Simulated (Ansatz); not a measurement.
Program: Ansatz. Geometries: PBE0-D4/def2-TZVP. ΔE: electronic, gas phase. CCSD(T)/CBS adds triple-zeta CCSD(T) − MP2 to the extrapolated MP2 energy (def2 sets, frozen cores). Functionals use def2-TZVPP. B3LYP here is the variant with VWN-RPA as its local correlation; programs differ in this. For Ge outer-core shells are correlated without core-valence functions, which leaves a few kJ/mol of doubt a bond. Scalar relativity is left out up to krypton. Each species was taken in one conformer, which may not be the lowest.

Reaction (formal exchange of groups at a Ge–O bond): `O[SiH2][GeH2][OH]` + `C=C(N)C#N` → `[NH2][GeH2][SiH2]O` + `C=C(O)C#N`

CCSD(T)/CBS gives +0.37 eV.

(1) Another level gave +0.42 eV. Which?
A. HF/def2-TZVPP
B. PBE0-D4/def2-TZVPP
C. B3LYP/def2-TZVPP
D. PBE-D4/def2-TZVPP

Largest T1 diagnostic among the species: 0.014.

## Answers

(1) C. B3LYP 0.42, HF/def2-TZVPP 0.57, PBE0-D4 0.35, PBE-D4 0.30 eV.

From PBE to PBE0 (25 % exact exchange), in def2-TZVPP and without D4, ΔE moves by +0.04 eV. In def2-TZVPP, CCSD(T) changes the Hartree–Fock value by −0.21 eV (the triples alone add −0.04 eV) and MP2 by −0.16 eV.
